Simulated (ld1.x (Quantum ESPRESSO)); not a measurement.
# Ranking TM potentials for S (Z = 16)

All share these settings but for the change named:

```json
{
  "Element": "S",
  "Generator": "ld1.x (Quantum ESPRESSO) 7.5",
  "Type": "norm-conserving Troullier–Martins (Kleinman–Bylander form)",
  "Functional": "BLYP",
  "Relativity": "scalar-relativistic",
  "Frozen core": "[Ne]",
  "Valence charge": "6",
  "Reference configuration": "3s1.75 3p4.25",
  "Partial waves": "3p (bound): rc 1.55 bohr; 3d channel at -0.15 Ry: rc 1.40 bohr; 3s (bound): rc 1.10 bohr",
  "Local potential": "the s channel",
  "Core correction": "a·sin(br)/r model core inside 1.05 bohr"
}
```

Cutoff: the first of the cutoffs (Ry, on a coarse ladder) from which the occupation-weighted sum of valence levels, in a spherical-Bessel basis at the reference potential, stays within 10 and 1 mRy of its value at 400 Ry; the density cutoff is not measured.

The base gives 60 Ry.

Of 8 variants that were run, those that failed, showed a ghost or another fault, or gave nearly equal values are left out.

Question: Rank these variants from softest to hardest (loose cutoff).
A. all radii but the core radius scaled by about 1.15 (s 1.26, p 1.78, d 1.60 bohr)
B. all radii but the core radius scaled by about 1.38 (s 1.52, p 2.14, d 1.94 bohr)
C. all radii but the core radius scaled by about 0.92 (s 1.02, p 1.42, d 1.28 bohr)
D. all radii but the core radius scaled by about 0.84 (s 0.92, p 1.30, d 1.18 bohr)

Answer: B (35 Ry), A (40 Ry), C (80 Ry), D (110 Ry).
